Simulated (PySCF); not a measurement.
**`C=C=Cc1ncncn1`, C6H5N3**

Geometry:
| atom | x (Å) | y (Å) | z (Å) |
| --- | --- | --- | --- |
| C1 | 3.164 | 0.460 | -0.257 |
| C2 | 2.095 | -0.206 | 0.072 |
| C3 | 1.021 | -0.890 | 0.412 |
| C4 | -0.345 | -0.462 | 0.107 |
| N5 | -0.541 | 0.685 | -0.556 |
| C6 | -1.807 | 0.990 | -0.788 |
| N7 | -2.865 | 0.267 | -0.424 |
| C8 | -2.558 | -0.850 | 0.228 |
| N9 | -1.333 | -1.266 | 0.521 |
| H10 | 3.587 | 1.217 | 0.411 |
| H11 | 3.661 | 0.291 | -1.218 |
| H12 | 1.111 | -1.836 | 0.954 |
| H13 | -2.004 | 1.924 | -1.330 |
| H14 | -3.391 | -1.486 | 0.553 |

Computed, not measured: TDDFT CAM-B3LYP/aug-cc-pVDZ excited states, vertical, gas phase (PySCF 2.14.0). Geometry: PBE0-D3(BJ)/def2-SVP.

Q: Give the one- and two-photon strengths of the lowest singlets.

A: δ for parallel linear polarisation; σ at the peak of a Lorentzian of half width 0.1 eV, single beam; Ω is circular over linear.
```tsv
state	E (eV)	f	photon λ (nm)	δ (au)	σ (GM)	Ω	main
S1	4.49	0.000	553	0.2	0.00	1.50	HOMO−1→LUMO 0.93
S2	4.78	0.005	519	2.94	0.03	1.50	HOMO−2→LUMO 0.82, HOMO−2→LUMO+1 0.09
S3	4.83	0.003	514	2.05	0.02	1.50	HOMO−1→LUMO+1 0.82
S4	4.94	0.002	502	1.12	0.01	1.50	HOMO−2→LUMO+1 0.77
S5	5.11	0.000	485	0.21	0.00	1.50	HOMO−3→LUMO 0.84
S6	5.40	0.489	459	271	2.89	0.77	HOMO→LUMO 0.90
```

Among these, the strongest one-photon state is S6, the strongest two-photon state S6, with a dipole change of 3.4 D (relaxed, norm of the difference vector).
